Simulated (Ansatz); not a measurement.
`BBO[SiH](C)F` + HCl → `BBCl` + `C[SiH](O)F` at 500 K and 1 bar (ligand exchange at a B–O bond).

Computed with Ansatz on PBE0-D4/def2-TZVP structures; ΔE is electronic, products minus reactants. CCSD(T)/CBS adds triple-zeta CCSD(T) − MP2 to the extrapolated MP2 energy (def2 sets, frozen cores). This one scheme is used for every species. Each species was taken in one conformer, which may not be the lowest.

| species | CCSD(T)/CBS energy (Eh) | H − E (kJ/mol) | S (J/(mol·K)) |
| --- | --- | --- | --- |
| `BBO[SiH](C)F` | -556.02948 | 284.7 | 474.3 |
| HCl | -460.38127 | 32.5 | 201.9 |
| `BBCl` | -511.15624 | 115.9 | 318.9 |
| `C[SiH](O)F` | -505.24344 | 204.8 | 370.6 |

H − E and S are ideal-gas, rigid-rotor, harmonic terms from PBE0-D4/def2-TZVP, for one conformer and one mirror image of each species. 1 Eh = 2625.50 kJ/mol, R = 8.31446 J/(mol·K).

Question: By hand: ΔE, ΔH, ΔS and ΔG.

Answer: ΔE = (-511.15624) + (-505.24344) − (-556.02948) − (-460.38127) = 0.01107 Eh = 29.1 kJ/mol. Δ(H − E) = 115.9 + 204.8 − 284.7 − 32.5 = 3.5, so ΔH = 32.6 kJ/mol. ΔS = 318.9 + 370.6 − 474.3 − 201.9 = 13.3 J/(mol·K). ΔG = 32.6 − 500 × (13.3)/1000 = 26.0 kJ/mol.

Question: By hand: the equilibrium constant, and the temperature at which ΔG would vanish if ΔH and ΔS stayed fixed.

Answer: log₁₀ K = −ΔG/(RT ln 10) = -2.7. ΔG = 0 at ΔH/ΔS = 2451 K, though so small a ΔS makes that figure unsure.

The number of gas molecules stays the same, so ΔS is small and ΔH decides. A doubt of 5 kJ/mol in ΔE shifts log₁₀ K by 0.5 here. Other conformers and mirror images would add mixing entropy, several J/(mol·K) or more a flexible species. Modes under 60 cm⁻¹, often nearly free rotors, make the harmonic entropy too high. These are equilibria of isolated gas molecules and say nothing of rates. Largest T1 diagnostic: 0.012 (customary marks: 0.02 for closed shells, 0.045 for open ones).
